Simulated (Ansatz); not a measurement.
Gas-phase reaction (SMILES): N[Si](N)(O)O + H+ -> N[Si]([NH3+])(O)O; protonation at N, whose ΔH is minus the proton affinity.

Structures are relaxed separately at B3LYP-D3(BJ)/def2-TZVP in Ansatz (an electronic-structure program), one conformer each, not searched for the lowest. Correlated levels leave the core frozen unless marked. No spin-orbit coupling. No relativistic terms. Basis-set limits of correlation are two-point, X^-3; Hartree-Fock from the larger set. The bracket is a focal-point correction in the basis named. Thermal terms are rigid-rotor harmonic-oscillator values from B3LYP-D3(BJ) frequencies (Ansatz) at 298.15 K and 1 atm. 1 Eh = 627.5095 kcal/mol. The proton has no electrons: its energy is zero and its thermal terms are those of translation.

| species | E, RI-MP2/CBS(cc-pV(T+d)Z,cc-pV(Q+d)Z)+[CCSD(T)-MP2]/cc-pV(T+d)Z (Ansatz) (Eh) | E, wB97M-V/def2-TZVPD (Ansatz) (Eh) | H - E (Eh) | G - E (Eh) |
|---|---|---|---|---|
| N[Si](N)(O)O | -552.62807 | -553.26938 | 0.09046 | 0.05130 |
| H+ | 0.00000 | 0.00000 | 0.00236 | -0.01000 |
| N[Si]([NH3+])(O)O | -552.98982 | -553.62686 | 0.10478 | 0.06454 |

Problem. Work out ΔE and ΔH, ΔG, ΔS and the equilibrium constant at 298.15 K at the first level, then ΔH at the second.

Solution. 
1. ΔE = [(-552.98982)] - [(-552.62807) + (0.00000)] = -0.36175 Eh = -227.0 kcal/mol at RI-MP2/CBS(cc-pV(T+d)Z,cc-pV(Q+d)Z)+[CCSD(T)-MP2]/cc-pV(T+d)Z.
2. The terms H - E add up to 0.01196 Eh, so ΔH = (-0.36175 + (0.01196))×627.5095 = -219.5 kcal/mol.
3. The terms G - E add up to 0.02324 Eh, so ΔG = -212.4 kcal/mol, and ΔS = (0.01196 - (0.02324))×627509.5/298.15 = -23.7 cal/(mol K).
4. log10 K = -ΔG/(RT ln 10) = 155.7, with RT ln 10 = 1.3642 kcal/mol.
5. At wB97M-V/def2-TZVPD the same steps give ΔE = -224.3 and ΔH = -216.8 kcal/mol, a shift of +2.7 from the first level.
6. These values are not checked against measurement here, since the tables used lack a sound gas-phase enthalpy of formation for at least one species, or one in the same ion convention.
